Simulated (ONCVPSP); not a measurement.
Scattering properties, ONCV potential for Ga

- Element: gallium (Ga)
- Generator: ONCVPSP 4.0.1
- Type: optimised norm-conserving Vanderbilt (ONCV)
- Functional: LDA (Perdew-Wang 92)
- Relativity: scalar-relativistic
- Frozen core: [Ar]
- Valence charge: 13
- Reference configuration: 3d10 4s2 (charge +1)
- Partial waves: 4s: rc 1.80 bohr, ncon 4, nbas 7, qcut 4 1/bohr, 3 projectors, debl 0.7 Ha; p scattering state at 0.46 Ha: rc 1.40 bohr, ncon 4, nbas 8, qcut 6.9 1/bohr, 2 projectors, debl 1.2 Ha; 3d: rc 1.10 bohr, ncon 5, nbas 9, qcut 16.4 1/bohr, local; f scattering state at 0.07 Ha: rc 1.40 bohr, ncon 3, nbas 8, qcut 7.6 1/bohr, 1 projector
- Local potential: the d channel
- Core correction: polynomial model core, fcfact 0.6

The phase is arctan(r·R′/R) of the radial function R(r), unwrapped; energies in Ha, scanned from -3 to 5 Ha. A pole is an energy at which the radial function vanishes at the test radius. The pseudo phase is shifted by a multiple of π to meet the all-electron one at the reference energy, and phase errors are pseudo minus all-electron; the curves can meet again beyond the range given. Levels narrower than the energy grid can be missing from the lists of poles.

| channel | radius (bohr) | reference energy (Ha) | poles, all-electron | poles, pseudo | unbroken range about the reference energy with phases within 0.05 rad | phase error 1 Ha above the reference energy (rad) |
| --- | --- | --- | --- | --- | --- | --- |
| s | 1.82 | -0.61 | 1.75 | 1.75 | the whole range | +0.000 |
| p | 1.42 | 0.46 | none | none | above -2.5 | +0.000 |
| d | 1.12 | -1.02 | 0.14 | 0.20 | below 1.7 | +0.010 |
| f | 1.42 | 0.07 | none | none | the whole range | +0.001 |

Note: ghosts flagged at negative energy: s at -1024.6 eV, s at -134.8 eV, p at -5251.5 eV, p at -87.7 eV; GHOST(+) flagged for s at 238.6 eV. A true bound ghost makes a file unfit for plane-wave use.

Phases in the f channel:

| E (Ha) | all-electron | pseudo |
| --- | --- | --- |
| -2.98 | 1.272 | 1.273 |
| -2.54 | 1.254 | 1.254 |
| -2.10 | 1.232 | 1.232 |
| -1.66 | 1.206 | 1.206 |
| -1.22 | 1.174 | 1.174 |
| -0.78 | 1.134 | 1.134 |
| -0.34 | 1.083 | 1.083 |
| 0.10 | 1.015 | 1.015 |
| 0.54 | 0.920 | 0.920 |
| 0.98 | 0.782 | 0.782 |
| 1.42 | 0.572 | 0.574 |
| 1.86 | 0.254 | 0.258 |
| 2.30 | -0.169 | -0.161 |
| 2.74 | -0.583 | -0.573 |
| 3.18 | -0.887 | -0.877 |
| 3.62 | -1.087 | -1.078 |
| 4.06 | -1.220 | -1.212 |
| 4.50 | -1.314 | -1.307 |
| 4.94 | -1.384 | -1.378 |
